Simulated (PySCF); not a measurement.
# C₆ coefficients of unlike pairs at PBE0

Calculated with PySCF 2.14 from the dipole response of each species, C₆(A,B) = (3/π) ∫ α_A(iu) α_B(iu) du, in atomic units, from isotropic polarisabilities. For ions this is the dispersion term alone; charge-induced terms of lower order in 1/R come first.

| species | configuration | basis | relativity | α (bohr³) | C₆ (like pair) |
| --- | --- | --- | --- | --- | --- |
| Ga | [Ar] 3d10 4s2 4p1 (2P) | x2c-QZVPPall with one added diffuse shell each of s, p, d, f type (12s8p6d5f1g) | spin-free X2C | 58.01 | 494.0 |
| Te(2+) | [Kr] 4d10 5s2 5p2 (3P) | aug-cc-pV5Z-PP with ECP28MDF (8s8p6d4f3g2h) | core potential | 14.93 | 98.37 |
| S+ | [Ne] 3s2 3p3 (4S) | aug-cc-pCVQZ-DK (10s9p7d5f3g) | spin-free X2C | 10.86 | 53.35 |
| Se(3+) | [Ar] 3d10 4s2 4p1 (2P) | aug-cc-pwCVTZ-PP with ECP10MDF (8s7p6d4f1g) | core potential | 6.600 | 23.42 |

(1) Estimate C₆ for S+ with Te(2+).

No spin-orbit coupling is included.

The other pairs:

```json
{"pair": "S+, Ga", "C₆": "146.2"}
{"pair": "Te(2+), Ga", "C₆": "198.8"}
{"pair": "Se(3+), S+", "C₆": "35.10"}
{"pair": "Se(3+), Te(2+)", "C₆": "47.81"}
{"pair": "Se(3+), Ga", "C₆": "93.21"}
```

## Answers

(1) The integral gives 72.32. The combination rule 2 C_A C_B / (C_A α_B/α_A + C_B α_A/α_B) gives 72.44 and the geometric mean 72.44.
